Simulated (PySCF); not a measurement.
Cartesian coordinates in Å; atom numbers follow the order of the lines, from 1:
```xyz
14

C    -2.2017   -0.5211    0.1811
C    -1.7466    0.0444   -0.9426
Si   -0.0250    0.7642   -1.0714
N     0.8244    0.6552    0.4466
Si    2.0133   -0.5109    0.9487
H    -3.2124   -0.9363    0.2642
H    -1.5685   -0.5938    1.0737
H    -2.4182    0.0963   -1.8108
H    -0.1327    2.1986   -1.4880
H     0.7713    0.0308   -2.1019
H     0.5941    1.3767    1.1251
H     3.3862    0.0729    1.0834
H     2.0496   -1.5867   -0.0846
H     1.6580   -1.1054    2.2761
```

Geometry: PBE0-D3(BJ)/def2-SVP; GIAO shifts from PySCF, gas phase, non-relativistic, averaged over equivalent atoms.

At PBE0/def2-TZVP (221 basis functions, 25 s wall time on 1 thread of an Arm Neoverse V1, shared host):
```tsv
atoms	δ (ppm)
C2	143.7
C1	142.9
Si3	-35.3
Si5	-49.9
N4	3.2
H6	6.49
H8	6.40
H7	6.33
H9/H10	5.18
H12/H13/H14	5.08
H11	-0.71
```

Chemical shifts δ = σref − σ; $^{13}$C (σref 186.65), $^{29}$Si (σref 331.56), $^{1}$H (σref 31.48) vs TMS; $^{15}$N (σref 265.93) against NH3, all at this level.

Problem. What do these become at PBE0/pcSseg-2?

Solution. 
```
      atoms  δ at PBE0/pcSseg-2  change
         C2               148.5    +4.8
         C1               147.4    +4.5
        Si3               -34.8    +0.5
        Si5               -49.7    +0.2
         N4                -0.1    -3.3
         H6                6.54   +0.05
         H8                6.42   +0.02
         H7                6.30   -0.03
     H9/H10                4.93   -0.25
H12/H13/H14                4.83   -0.25
        H11               -0.46   +0.25
```

δ = σ(ref) − σ, references computed at the same level: $^{13}$C (σ = 184.13 ppm) and $^{29}$Si (σ = 341.29 ppm) and $^{1}$H (σ = 31.25 ppm) vs TMS; $^{15}$N (σ = 261.69 ppm) against NH3.

The largest change is at C2 (alkene CH). Cost: 320 basis functions, 50 s wall time on 1 thread of an Arm Neoverse V1, shared host.

Experimental scales use liquid or dissolved standards, which lie at an offset from isolated NH3 (liquid NH3: subtract about 20 ppm).
